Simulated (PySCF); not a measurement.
**Electron correlation in S²⁺ (sulfur, charge +2)**

[Ne] 3s2 3p2, high-spin 3P determinant. Computed with PySCF 2.14 in x2c-QZVPPall (9s6p4d2f1g, 70 functions), with the spin-free X2C one-electron Hamiltonian (Gaussian nucleus). Frozen: 1s2; 12 electrons correlated.

```
  level  correlation energy (mhartree)
   CCSD                        -275.07
    (T)                          -4.33
CCSD(T)                        -279.40
```

Diagnostics: T1 = 0.0060, D1 = 0.0238, largest double amplitude 0.097.

Q: Is a single reference adequate?

A: Mostly. T1 lies below 0.03, but a double amplitude of this size points to a near-degeneracy that CCSD handles and MP2 describes poorly.

This basis was not built for core-valence correlation, so the inner-shell part is incomplete.
